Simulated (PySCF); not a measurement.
PySCF 2.14 output of an unrestricted revPBE calculation on a single atom or ion in dyall-av2z, with the non-relativistic Hamiltonian (point nucleus):

```
SCF conv_tol = 1e-09
number electrons alpha = 28  beta = 25
    Y. Zhang and W. Yang.,  Phys. Rev. Lett. 80, 890 (1998)
    J. P. Perdew, K. Burke, and M. Ernzerhof.,  Phys. Rev. Lett. 77, 3865 (1996)
    J. P. Perdew, K. Burke, and M. Ernzerhof.,  Phys. Rev. Lett. 78, 1396 (1997)
cycle= 1 E= -6919.92537631832  delta_E= -0.0276  |g|= 0.0444  |ddm|= 0.292
cycle= 2 E= -6919.92547108433  delta_E= -9.48e-05  |g|= 0.049  |ddm|= 0.0979
cycle= 3 E= -6919.92582718905  delta_E= -0.000356  |g|= 0.00449  |ddm|= 0.0392
cycle= 4 E= -6919.92583019428  delta_E= -3.01e-06  |g|= 0.000616  |ddm|= 0.00623
cycle= 5 E= -6919.92583030331  delta_E= -1.09e-07  |g|= 3.44e-05  |ddm|= 0.000991
cycle= 6 E= -6919.9258303039  delta_E= -5.89e-10  |g|= 4.71e-06  |ddm|= 8.71e-05
converged SCF energy = -6919.9258303039  <S^2> = 3.7527279  2S+1 = 4.0013637
```

The run itself started from symmetry-adapted Hartree-Fock orbitals and held the occupation by maximum overlap, on a logarithmic radial grid, so the iterations belong to that start.

**Question.** Which element, charge and spin multiplicity is this?

**Answer.** I (iodine, neutral), multiplicity 4; the state was [Kr] 4d10 5s2 5p4 5d1, one real determinant (an excited configuration).

⟨L²⟩ = 8.01 against 12 for a pure F term, so this real determinant mixes terms. A non-relativistic calculation at this Z misses sizeable relativistic shifts. The outer electron is Rydberg-like, and this basis confines it to a smaller radius and binds it less than a complete one would. At revPBE the highest occupied level has a positive energy, so only the finite basis holds that electron; for this excited configuration the basis is too tight for the outer shell.
